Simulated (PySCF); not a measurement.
# Deuteron quadrupole couplings in `C=CC[SiH]1OCCO1`

C5H10O2Si.
Atom-mapped SMILES: `[CH2:1]=[CH:2][CH2:3][SiH:4]1[O:5][CH2:6][CH2:7][O:8]1` (hydrogens: H9, H10 on C1; H11 on C2; H12, H13 on C3; H14 on Si4; H15, H16 on C6; H17, H18 on C7)

Geometry (GFN2-xTB, Å), atoms numbered from 1 in this order:
```
atom  x, y, z in Å
C1     3.086    0.775    0.212
C2     2.441   -0.301   -0.200
C3     1.362   -0.301   -1.225
Si4   -0.287   -0.827   -0.461
O5    -0.851    0.263    0.626
C6    -2.216    0.496    0.441
C7    -2.591    0.061   -0.994
O8    -1.558   -0.732   -1.499
H9     2.870    1.751   -0.191
H10    3.851    0.729    0.968
H11    2.670   -1.270    0.222
H12    1.607   -1.024   -2.003
H13    1.294    0.683   -1.690
H14   -0.265   -2.171    0.117
H15   -2.415    1.556    0.609
H16   -2.777   -0.094    1.173
H17   -2.712    0.929   -1.649
H18   -3.518   -0.518   -0.998
```

Level: PBE0/pcSseg-1 (PySCF, non-relativistic); Q(2H) = 0.00286 b; rigid geometry, the same for H and D, with no vibrational averaging.

**Question.** Rank these positions by the coupling χzz of a deuteron there, largest first.
A. H15 (methylene hydrogen)
B. H14 (Si–H hydrogen)
C. H12 (methylene hydrogen)
D. H9 (vinylic hydrogen)
E. H11 (vinylic hydrogen)

**Answer.** D (226 kHz), E (218 kHz), C (211 kHz), A (199 kHz), B (106 kHz).

**Question.** Give the electric field gradient Vzz (the principal value of largest size), its asymmetry and the 2H coupling at each hydrogen.

**Answer.** 
| atom | bonded to | bond length (Å) | Vzz (au) | η | χzz (kHz) |
| --- | --- | --- | --- | --- | --- |
| H9 | C1 | 1.078 | 0.3364 | 0.06 | 226 |
| H10 | C1 | 1.076 | 0.3396 | 0.06 | 228 |
| H11 | C2 | 1.082 | 0.3247 | 0.06 | 218 |
| H12 | C3 | 1.090 | 0.3142 | 0.03 | 211 |
| H13 | C3 | 1.091 | 0.3115 | 0.04 | 209 |
| H14 | Si4 | 1.463 | 0.1572 | 0.01 | 106 |
| H15 | C6 | 1.092 | 0.2968 | 0.05 | 199 |
| H16 | C6 | 1.094 | 0.2915 | 0.05 | 196 |
| H17 | C7 | 1.094 | 0.2923 | 0.05 | 196 |
| H18 | C7 | 1.093 | 0.2947 | 0.05 | 198 |

**Question.** Average by the element that carries the hydrogen.

**Answer.** on C: 209 kHz over 9 positions, mean bond length 1.088 Å; on Si: 106 kHz over 1 position, mean bond length 1.463 Å.

**Question.** How does χzz go with the bond length over the 9 C–H bonds?

**Answer.** A straight-line fit has a slope of -17.2 kHz for each 0.01 Å, with a correlation coefficient of -0.97, over lengths from 1.076 to 1.094 Å. The longer bonds have the smaller couplings here.

Isolated species at its GFN2-xTB geometry (one conformer only). GFN2-xTB bond lengths can be off by several hundredths of an ångström, more for odd bonds, and the gradients follow them. The small basis limits the accuracy of the gradients.

The run behind these numbers computed NMR shieldings as well. Hardware: Arm Neoverse V2, one thread, no GPU, on a shared host. Cost: 30 s wall (grids of density and orbitals included), 0.85 GiB resident at most.
